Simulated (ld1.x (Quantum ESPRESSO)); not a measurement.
## Transferability test, TM semilocal potential for Fe

Fe, norm-conserving Troullier–Martins (semilocal form), made with ld1.x (Quantum ESPRESSO) 7.5 (PBE, scalar-relativistic). Core [Ne], reference 3s2 3p6 3d6 4s2 4p0. Waves: 3s (bound): rc 0.80 bohr; 3p (bound): rc 0.95 bohr; 4f channel at 0.2 Ry: rc 1.65 bohr; 3d (bound): rc 1.85 bohr. Local part: the d channel. Core correction: Bessel-smoothed model core, default radius (core density twice the valence density).

Occupied shells without a wave of their own: 4s. They enter only through the test configuration that unscreens the potential, and ld1.x also counts them in the model core charge.

Energies are relative to the spin-unpolarised reference configuration 3s2 3p6 3d6 4s2 4p0; without spin polarisation the order of configurations can differ from experiment.

ld1.x takes every shell without a wave as core, so the model core holds the 4s electrons as well and exchange and correlation see them twice. This cancels in the reference configuration, but the file is broken for other ones, and its errors say nothing about a proper core correction.

| valence configuration | charge | ΔE all-electron (eV) | error AE − PS (meV) |
| --- | --- | --- | --- |
| 3s2 3p6 3d6 4s1 4p0 | +1 | 8.729 | -202 |
| 3s2 3p6 3d6 4s0 4p0 | +2 | 24.932 | -776 |
| 3s2 3p6 3d5 4s0 4p0 | +3 | 59.155 | -1222 |
| 3s1 3p6 3d6 4s2 4p0 | +1 | 101.878 | -478 |
| 3s2 3p6 3d7 4s0 4p0 | +1 | 6.636 | -389 |
| 3s2 3p6 3d5 4s2 4p1 | 0 | 8.747 | +12 |
| 3s2 3p6 3d4 4s0 4p0 | +4 | 112.245 | -1337 |

Levels in the configuration 3s2 3p6 3d7 4s0 4p0:

```csv
level,all-electron (eV),pseudo (eV)
3s,-97.169,-97.352
3p,-63.369,-63.537
3d,-11.491,-11.792
```
